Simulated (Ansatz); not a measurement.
Mulliken charges of `OB[SiH]1SS1` from PBE/def2-TZVPP in Ansatz (PBE0-D4/def2-TZVP geometry).

```json
{"atom": "O1", "x (Å)": "0.366", "y (Å)": "0.875", "z (Å)": "1.820", "charge (e)": "-0.192"}
{"atom": "B2", "x (Å)": "0.260", "y (Å)": "0.788", "z (Å)": "0.480", "charge (e)": "0.084"}
{"atom": "Si3", "x (Å)": "-0.273", "y (Å)": "-0.961", "z (Å)": "-0.359", "charge (e)": "0.269"}
{"atom": "S4", "x (Å)": "-1.429", "y (Å)": "-0.751", "z (Å)": "-2.115", "charge (e)": "-0.162"}
{"atom": "S5", "x (Å)": "0.621", "y (Å)": "-1.315", "z (Å)": "-2.241", "charge (e)": "-0.162"}
{"atom": "H6", "x (Å)": "0.626", "y (Å)": "1.746", "z (Å)": "2.135", "charge (e)": "0.215"}
{"atom": "H7", "x (Å)": "0.476", "y (Å)": "1.729", "z (Å)": "-0.233", "charge (e)": "-0.001"}
{"atom": "H8", "x (Å)": "-0.555", "y (Å)": "-2.167", "z (Å)": "0.457", "charge (e)": "-0.050"}
```

Question: By hand: the dipole of these point charges (1 e Å = 4.8032 D).

Answer: Σ q r = (0.171, 0.456, 0.736) e Å, of length 0.883 e Å = 4.24 D.

Question: How does the dipole of the full density compare? (Estimate.)

Answer: Computed: (0.146, 0.401, 0.577) e Å, 3.45 D; the point charges give 1.23 times that, at 3° from its direction.

Point charges leave out the atoms' own dipoles, such as those of lone pairs, and Mulliken's split depends on the basis, so the two needn't agree.
